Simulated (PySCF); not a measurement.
Structure problem from calculated spectra and properties.

Formula: C4H10BCl2NSi.

- UV, strongest line: among the 10 lowest singlet transitions: S9 at 7.31 eV (170 nm, f = 0.140) [TDDFT wB97X-D/def2-SVPD]
- UV, first state: lowest singlet excitation: 5.15 eV (241 nm, f = 0.057) [TDDFT wB97X-D/def2-SVPD]
- Rotational structure: rotational constants A, B, C: 1.578, 0.576, 0.532 GHz [PBE0-D3(BJ)/def2-SVP]
- Triplet: lowest triplet excitation (Tamm–Dancoff): 4.95 eV [TDA wB97X-D/def2-SVPD]
- NMR, other nuclei: isotropic shieldings of nuclei other than C and H, by class: 50 (1 B), 250 (1 N), 441 (1 Si), 784 (2 Cl) ppm [GIAO HF/pcSseg-1]
- 1H NMR: chemical shifts (computed TMS as zero) by class: 4.20 (3 H), 2.97 (1 H), 2.63 (1 H), 2.42 (1 H), 2.42 (1 H), 1.69 (1 H), 1.51 (1 H), 1.46 (1 H) ppm [GIAO HF/pcSseg-1]
- Valence photoelectron: vertical ionisation energy: 8.37 eV [ΔSCF wB97X-D/def2-SVPD]
- Polarisability: 118.8 au [wB97X-D/def2-SVPD]
- 13C NMR: chemical shifts (computed TMS as zero) by class: 46.2 (1 C), 44.9 (1 C), 30.9 (1 C), 27.3 (1 C) ppm [GIAO HF/pcSseg-1]
- Dipole: 1.95 D [wB97X-D/def2-SVPD]

The electronic properties come from PySCF, for the isolated species, density fitting. Levels stand in brackets. Isolated species at its PBE0-D3(BJ)/def2-SVP geometry (one conformer only). Each NMR value is the plain mean over a class of atoms that symmetry, rotation or inversion makes alike.

Question: Give a SMILES that accounts for the data.

Answer: Numbering: `[SiH3:1][N:2]1[CH2:3][CH2:4][C@@H:5]([B:6]([Cl:7])[Cl:8])[CH2:9]1`. 4 carbons fall into 4 classes; from least to most shielded: ring sp3 carbon bound to nitrogen [C3] (46.2 ppm), ring sp3 carbon bound to nitrogen [C9] (44.9 ppm), ring sp3 carbon bound to boron [C5] (30.9 ppm), ring CH2 carbon [C4] (27.3 ppm). Hydrogen classes from least to most shielded: 3 H on an SiH3 silicon, Si1 (4.20 ppm), 1 H on an sp3 carbon bound to nitrogen, C3 (2.97 ppm), 1 H on an sp3 carbon bound to nitrogen, C9 (2.63 ppm), 1 H on an sp3 carbon bound to nitrogen, C3 (2.42 ppm), 1 H on an sp3 carbon bound to nitrogen, C9 (2.42 ppm), 1 H on a ring CH2 carbon, C4 (1.69 ppm), 1 H on an sp3 carbon bound to boron, C5 (1.51 ppm), 1 H on a ring CH2 carbon, C4 (1.46 ppm). The other shieldings belong to: 50 ppm, three-coordinate boron [B6]; 250 ppm, silicon-bound nitrogen [N2]; 441 ppm, SiH3 silicon [Si1]; 784 ppm, chlorine bonded to B [Cl7/Cl8]. The first electron is taken from the HOMO, whose largest Löwdin shares are 0.51 on the silicon-bound nitrogen, 0.08 on the SiH3 silicon, 0.08 on an sp3 carbon bound to nitrogen and 0.07 on an sp3 carbon bound to nitrogen. The optimised geometry has point group C1 and is an asymmetric top. Structure: `[SiH3]N1CC[C@@H](B(Cl)Cl)C1`. The assignments are read from this structure; whether some other isomer fits the data as well wasn't checked. The mirror image fits equally.
